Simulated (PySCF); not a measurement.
Isomers of C2H11BN2, mass 74.102 u with the commonest isotopes. Method: PySCF, PBE0-D3(BJ)/def2-SVP geometry optimisation, gas phase. One conformer each, none proved a minimum here; rigid rotors.

Question: Order these by rotational constant A, smallest first.
A. `[CH3:1][NH:2][BH2-:3][NH2+:4][CH3:5]` with C1–N2–B3–N4 103°, N2–B3–N4–C5 -179°
B. `[NH2:1][CH2:2][CH2:3][BH2-:4][NH3+:5]` with H–N1–C2–C3 52° and 171°, N1–C2–C3–B4 38°, C2–C3–B4–N5 25°
C. `[CH3:1][NH+:2]([CH3:3])[BH2-:4][NH2:5]` with C1–N2–B4–N5 58°, N2–B4–N5–H 114° and -118°
D. `[CH3:1][CH2:2][B@H-:3]([NH2:4])[NH3+:5]` with C1–C2–B3–N4 172°, C2–B3–N4–H 4° and 131°

Answer: B (6241 MHz), D (6748 MHz), C (7722 MHz), A (13827 MHz).

Question: Order these by radius of gyration √(Σ m r²/M), largest first.
A. `[CH3:1][CH2:2][B@H-:3]([NH2:4])[NH3+:5]` with C1–C2–B3–N4 172°, C2–B3–N4–H 4° and 131°
B. `[CH3:1][NH:2][BH2-:3][NH2+:4][CH3:5]` with C1–N2–B3–N4 103°, N2–B3–N4–C5 -179°
C. `[NH2:1][CH2:2][CH2:3][BH2-:4][NH3+:5]` with H–N1–C2–C3 52° and 171°, N1–C2–C3–B4 38°, C2–C3–B4–N5 25°
D. `[CH3:1][NH+:2]([CH3:3])[BH2-:4][NH2:5]` with C1–N2–B4–N5 58°, N2–B4–N5–H 114° and -118°

Answer: B (1.896 Å), A (1.734 Å), D (1.668 Å), C (1.618 Å).

Question: Order these by rotational constant C, smallest first.
A. `[CH3:1][NH+:2]([CH3:3])[BH2-:4][NH2:5]` with C1–N2–B4–N5 58°, N2–B4–N5–H 114° and -118°
B. `[CH3:1][NH:2][BH2-:3][NH2+:4][CH3:5]` with C1–N2–B3–N4 103°, N2–B3–N4–C5 -179°
C. `[NH2:1][CH2:2][CH2:3][BH2-:4][NH3+:5]` with H–N1–C2–C3 52° and 171°, N1–C2–C3–B4 38°, C2–C3–B4–N5 25°
D. `[CH3:1][CH2:2][B@H-:3]([NH2:4])[NH3+:5]` with C1–C2–B3–N4 172°, C2–B3–N4–H 4° and 131°

Answer: B (2008 MHz), D (2389 MHz), A (2593 MHz), C (2874 MHz).

```csv
SMILES,point group,Ia (u·Å²),Ib (u·Å²),Ic (u·Å²),κ,μa (D),μb (D),μc (D)
CC[B@H-](N)[NH3+],C1,74.90,159.40,211.50,-0.64,0.67,3.24,1.24
NCC[BH2-][NH3+],C1,80.97,130.99,175.82,-0.42,1.57,3.86,1.83
C[NH+](C)[BH2-]N,C1,65.45,151.90,194.86,-0.71,2.67,1.76,1.51
CN[BH2-][NH2+]C,C1,36.55,244.63,251.65,-0.99,2.98,2.23,2.00
```
